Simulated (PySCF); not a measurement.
BGeH₆NSi, BCl₂GeH₂, CH₅GeNO, GeH₅N₂ and others (calculated)

All values are calculated (PySCF 2.14.0). Calculation on a computer-drawn molecule: the log of a Hartree-Fock and frozen-core CCSD(T) single point meant for a local Hartree-Fock minimum, with one planted fault or none, to be diagnosed. Offsets are logged minus clean, where the clean run is the same molecule without the fault. The reference is restricted for singlets and unrestricted otherwise, and also for a bond in bohr or an excited solution. Adding or removing an electron swaps singlet and doublet. The excited solution moves the top pair (singlet) or top alpha electron (doublet) to the lowest empty orbital. Highest occupied and lowest empty are orbital energies over both spins, largest force is the largest gradient component, triples share is (T) over the correlation energy, the T1 limit is 0.02 restricted and 0.045 unrestricted, electrons count all cores, a negative frequency is imaginary (commonest isotopes), and the dipole is about the centre of nuclear charge; on germanium a core potential holds 10 electrons, which the energies leave out, and 3d is frozen in MP2 and coupled-cluster steps.

Common to all runs: meant basis and core potential on germanium cc-pVDZ-PP ECP10MDF; logged SCF converged yes; possible faults no fault, one electron removed, one electron added, multiplicity raised by two, geometry at a saddle point, SCF held on an excited solution, minimal basis STO-3G, one bond length entered in bohr, all coordinates scaled.

(1) BGeH₆NSi

Logged structure:
```xyz
10
BGeH6NSi
Si    -1.3637     2.0703     1.3501
B     -1.4229     0.2744     0.3548
N     -0.2746    -0.4416     0.1278
Ge     2.3922    -2.0009    -0.3605
H     -1.8965     3.1745     0.5041
H      0.0187     2.4449     1.7564
H     -2.1982     2.0319     2.5834
H     -2.4862    -0.1535    -0.0334
H      2.9135    -3.0196     0.6336
H      3.2272    -1.7827    -1.6067
```

```
meant charge                      : 0
meant multiplicity                : 1
meant basis                       : cc-pV(D+d)Z
logged electrons                  : 64
logged basis functions            : 104
logged spin squared               : 1.4697
logged highest occupied           : -8.2177 eV
logged lowest empty               : 0.6623 eV
logged largest force              : 0.025935 hartree/bohr
logged dipole magnitude           : 1.6789 debye
logged SCF stable within its kind : yes
logged energy HF                  : -664.78324 hartree
planted fault                     : one bond length entered in bohr, row 3 of the drawn bonds
HF energy offset from clean run   : 69.11 kcal/mol
```

Drawn bonds:
```tsv
atom	other atom	order
1	2	1
2	3	1
3	4	2
1	5	1
1	6	1
1	7	1
2	8	1
4	9	1
4	10	1
```

Notes: coupled-cluster numbers left out as unreliable.

(2) BCl₂GeH₂

Logged structure:
```xyz
6
BCl2GeH2
B     -0.5530    -0.5717     2.6653
Ge     1.3876    -0.3737     1.9575
Cl     2.5571    -2.1997     2.0705
Cl     1.5092     0.2832    -0.1087
H     -1.3801     0.1787     2.2479
H     -0.7446    -1.3247     3.5695
```

```
meant charge                         : 0
meant multiplicity                   : 2
meant basis                          : cc-pV(D+d)Z
logged electrons                     : 73
logged basis functions               : 93
logged spin squared                  : 0.7794
logged highest occupied              : -9.3088 eV
logged lowest empty                  : -0.20814 eV
logged largest force                 : 1.057e-05 hartree/bohr
logged lowest frequency              : 119.64 cm⁻¹
logged T1 diagnostic                 : 0.020762
logged D1 diagnostic                 : 0.10678
logged triples share                 : 0.026902
logged CC converged                  : yes
logged dipole magnitude              : 3.0567 debye
logged SCF stable within its kind    : yes
logged energy HF                     : -1238.27938 hartree
logged energy CCSD(T)                : -1238.7668 hartree
planted fault                        : no fault
HF energy offset from clean run      : 0 kcal/mol
CCSD(T) energy offset from clean run : 0 kcal/mol
```

Drawn bonds:
```tsv
atom	other atom	order
1	2	1
2	3	1
2	4	1
1	5	1
1	6	1
```

(3) CH₅GeNO

Logged structure:
```xyz
9
CH5GeNO
N     -0.7000     0.8985    -0.9373
C      0.2634     1.5265    -0.0332
Ge     2.0511     0.5531     0.0093
O      1.4570    -0.9368    -0.7480
H     -0.4989     1.1499    -1.8910
H     -1.6340     1.2281    -0.7581
H     -0.1091     1.4259     0.9958
H      0.4011     2.6055    -0.1934
H      0.5260    -0.8793    -0.9493
```

```
meant charge                      : 0
meant multiplicity                : 1
meant basis                       : cc-pVDZ
logged electrons                  : 58
logged basis functions            : 90
logged spin squared               : 0
logged highest occupied           : -4.6443 eV
logged lowest empty               : -2.4026 eV
logged largest force              : 0.072886 hartree/bohr
logged dipole magnitude           : 5.3409 debye
logged SCF stable within its kind : no
logged energy HF                  : -463.17495 hartree
planted fault                     : SCF held on an excited solution
HF energy offset from clean run   : 186.8 kcal/mol
```

Drawn bonds:
```tsv
atom	other atom	order
1	2	1
2	3	1
3	4	1
1	5	1
1	6	1
2	7	1
2	8	1
4	9	1
```

Notes: coupled-cluster numbers left out as unreliable.

(4) GeH₅N₂

Logged structure:
```xyz
8
GeH5N2
N     -0.7654    -0.3483    -0.0176
Ge     0.7376     0.1059     0.1360
N      1.5246     0.6296    -1.1270
H     -1.2549    -0.6569     0.6911
H     -1.2289    -0.3300    -0.8062
H      1.3528     0.0460     1.3537
H      2.3970     0.9008    -1.0783
H      1.1650     0.6924    -1.9659
```

```
meant charge                         : 1
meant multiplicity                   : 1
meant basis                          : cc-pVDZ
logged electrons                     : 50
logged basis functions               : 76
logged spin squared                  : 0
logged highest occupied              : -17.517 eV
logged lowest empty                  : -2.5253 eV
logged largest force                 : 0.10989 hartree/bohr
logged T1 diagnostic                 : 0.011443
logged D1 diagnostic                 : 0.041019
logged triples share                 : 0.022295
logged CC converged                  : yes
logged dipole magnitude              : 0.48166 debye
logged SCF stable within its kind    : yes
logged energy HF                     : -404.88339 hartree
logged energy CCSD(T)                : -405.32925 hartree
planted fault                        : all coordinates scaled, by -8.9 %
HF energy offset from clean run      : 55.04 kcal/mol
CCSD(T) energy offset from clean run : 68.3 kcal/mol
```

Drawn bonds:
```tsv
atom	other atom	order
1	2	1
2	3	1
1	4	1
1	5	1
2	6	1
3	7	1
3	8	1
```

(5) B₃GeH₇

Logged structure:
```xyz
11
B3GeH7
B     -0.5835     0.6341     0.4775
B      0.5819     1.6950    -0.0449
B      0.5571     3.3541    -0.1020
Ge     3.9745     0.0028    -1.3056
H     -1.4095     0.2028    -0.2832
H     -0.6125     0.2396     1.6132
H      0.1539     3.9311    -1.0774
H      0.9734     4.0218     0.8075
H      4.9036    -0.1249    -0.0900
H      4.6888     0.8452    -2.3705
H      3.7491    -1.3987    -1.8879
```

```
meant charge                         : 0
meant multiplicity                   : 1
meant basis                          : cc-pVDZ
logged electrons                     : 54
logged basis functions               : 100
logged spin squared                  : 0.9573
logged highest occupied              : -9.2024 eV
logged lowest empty                  : 0.30112 eV
logged largest force                 : 0.01668 hartree/bohr
logged T1 diagnostic                 : 0.020294
logged D1 diagnostic                 : 0.078601
logged triples share                 : 0.025289
logged CC converged                  : yes
logged dipole magnitude              : 0.23461 debye
logged SCF stable within its kind    : yes
logged energy HF                     : -371.34955 hartree
logged energy CCSD(T)                : -371.7469 hartree
planted fault                        : one bond length entered in bohr, row 3 of the drawn bonds
HF energy offset from clean run      : 50.58 kcal/mol
CCSD(T) energy offset from clean run : 66.34 kcal/mol
```

Drawn bonds:
```tsv
atom	other atom	order
1	2	1
2	3	1
2	4	1
1	5	1
1	6	1
3	7	1
3	8	1
4	9	1
4	10	1
4	11	1
```

(6) CH₇BGeN

Logged structure:
```xyz
11
CH7BGeN
C     -0.9768     2.2375    -1.8164
B     -1.1903     1.1476    -0.7143
N     -2.1504     0.1725    -0.6429
Ge     0.1930     1.1381     0.9403
H     -1.0368     3.2455    -1.3934
H     -1.7233     2.1606    -2.6096
H      0.0133     2.1481    -2.2752
H     -2.8468     0.0846    -1.3617
H     -2.2565    -0.5093     0.0810
H      0.1464     0.1680     2.1172
H      1.3593     2.1049     1.0964
```

```
meant charge                         : 1
meant multiplicity                   : 1
meant basis                          : cc-pVDZ
logged electrons                     : 55
logged basis functions               : 100
logged spin squared                  : 0.7576
logged highest occupied              : -21.907 eV
logged lowest empty                  : -12.713 eV
logged largest force                 : 0.10389 hartree/bohr
logged T1 diagnostic                 : 0.021879
logged D1 diagnostic                 : 0.12651
logged triples share                 : 0.025841
logged CC converged                  : yes
logged dipole magnitude              : 6.5223 debye
logged SCF stable within its kind    : yes
logged energy HF                     : -413.7178 hartree
logged energy CCSD(T)                : -414.20735 hartree
planted fault                        : one electron removed
HF energy offset from clean run      : 332.4 kcal/mol
CCSD(T) energy offset from clean run : 364.1 kcal/mol
```

Drawn bonds:
```tsv
atom	other atom	order
1	2	1
2	3	1
2	4	1
1	5	1
1	6	1
1	7	1
3	8	1
3	9	1
4	10	1
4	11	1
```

(7) CH₈Ge₂Si

Logged structure:
```xyz
12
CH8Ge2Si
Ge    -1.5704    -0.6616    -1.4286
C     -0.7717     0.6548    -0.2546
Si     0.5782     0.4396     0.7572
Ge     1.8385    -1.5933     0.9754
H     -0.7958    -1.9839    -1.3246
H     -1.5385    -0.1931    -2.8905
H     -3.0353    -0.9254    -1.0513
H     -1.2473     1.6337    -0.2528
H      1.0613     1.5583     1.5951
H      2.4511    -1.9943    -0.3667
H      2.9640    -1.3507     1.9865
H      0.9477    -2.7276     1.4826
```

```
meant charge                         : 0
meant multiplicity                   : 1
meant basis                          : cc-pV(D+d)Z
logged electrons                     : 92
logged basis functions               : 123
logged spin squared                  : 2.0334
logged highest occupied              : -6.3188 eV
logged lowest empty                  : 0.29313 eV
logged largest force                 : 0.099799 hartree/bohr
logged T1 diagnostic                 : 0.013731
logged D1 diagnostic                 : 0.043525
logged triples share                 : 0.026636
logged CC converged                  : yes
logged dipole magnitude              : 1.5116 debye
logged SCF stable within its kind    : yes
logged energy HF                     : -918.08748 hartree
logged energy CCSD(T)                : -918.57112 hartree
planted fault                        : multiplicity raised by two
HF energy offset from clean run      : 39.23 kcal/mol
CCSD(T) energy offset from clean run : 63.52 kcal/mol
```

Drawn bonds:
```tsv
atom	other atom	order
1	2	1
2	3	2
3	4	1
1	5	1
1	6	1
1	7	1
2	8	1
3	9	1
4	10	1
4	11	1
4	12	1
```

(8) CH₄AlBGe

Logged structure:
```xyz
8
CH4AlBGe
Al    -2.9461    -3.5885    -1.1191
B     -1.1820    -2.7197    -0.0654
C     -0.1356    -2.1304     0.6376
Ge    -0.5870    -0.8226     2.0025
H      0.9189    -2.3412     0.4869
H     -0.0843    -1.2669     3.3836
H      0.0359     0.5449     1.6873
H     -2.1126    -0.6538     2.0746
```

```
meant charge                         : 0
meant multiplicity                   : 1
meant basis                          : cc-pV(D+d)Z
logged electrons                     : 60
logged basis functions               : 94
logged spin squared                  : 2.1159
logged highest occupied              : -6.824 eV
logged lowest empty                  : -0.20702 eV
logged largest force                 : 0.029251 hartree/bohr
logged T1 diagnostic                 : 0.041253
logged D1 diagnostic                 : 0.14746
logged triples share                 : 0.040976
logged CC converged                  : yes
logged dipole magnitude              : 2.1985 debye
logged SCF stable within its kind    : yes
logged energy HF                     : -600.0527 hartree
logged energy CCSD(T)                : -600.45298 hartree
planted fault                        : multiplicity raised by two
HF energy offset from clean run      : 19.97 kcal/mol
CCSD(T) energy offset from clean run : 31.05 kcal/mol
```

Drawn bonds:
```tsv
atom	other atom	order
1	2	1
2	3	2
3	4	1
3	5	1
4	6	1
4	7	1
4	8	1
```
